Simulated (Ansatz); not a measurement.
Breaking a bond in GeH4 (germane)

GeH4: 5 atoms, total charge 0, spin state singlet. As SMILES, `[GeH4]`. Geometry: relaxed at PBE0-D4/def2-TZVP.

```jsonl
{"atom": "Ge", "x (Å)": "0.0001", "y (Å)": "0.0001", "z (Å)": "0.0000"}
{"atom": "H", "x (Å)": "1.1481", "y (Å)": "-0.7563", "z (Å)": "0.6806"}
{"atom": "H", "x (Å)": "-1.2388", "y (Å)": "-0.0300", "z (Å)": "0.9042"}
{"atom": "H", "x (Å)": "-0.3292", "y (Å)": "-0.6691", "z (Å)": "-1.3406"}
{"atom": "H", "x (Å)": "0.4198", "y (Å)": "1.4554", "z (Å)": "-0.2441"}
```

The Ge1–H3 distance is scanned; the parts on either side stay rigid. Basis STO-3G, 9 core orbitals frozen in the correlated methods; program Ansatz 0.2.0. FCI is exact within this basis and core. Energies in eV from each method's value at 1.534 Å; methods without a U are spin-restricted. The shape above is that at 1.534 Å.

```tsv
distance (Å)	HF	SVWN5	BHLYP	HSE06	RPA@PBE	CCSD(T)	FCI
1.534	0.00	0.00	0.00	0.00	0.00	0.00	0.00
1.918	1.63	1.49	1.55	1.48	1.23	1.26	1.26
2.301	4.00	3.33	3.64	3.43	2.97	2.93	2.92
3.068	8.01	6.10	7.01	6.47	5.38	4.67	4.67
3.835	10.07	7.28	8.63	7.84	5.83	4.87	4.92
```

Departure from the FCI curve at its largest: HF +5.15 eV at 3.83 Å; SVWN5 +2.36 eV at 3.83 Å; BHLYP +3.72 eV at 3.83 Å; HSE06 +2.93 eV at 3.83 Å; RPA@PBE +0.91 eV at 3.83 Å; CCSD(T) -0.05 eV at 3.83 Å. Restricted functionals keep the electrons paired too, and rise too high. Restricted Hartree–Fock keeps the electrons paired, so it rises far too high as the bond breaks.
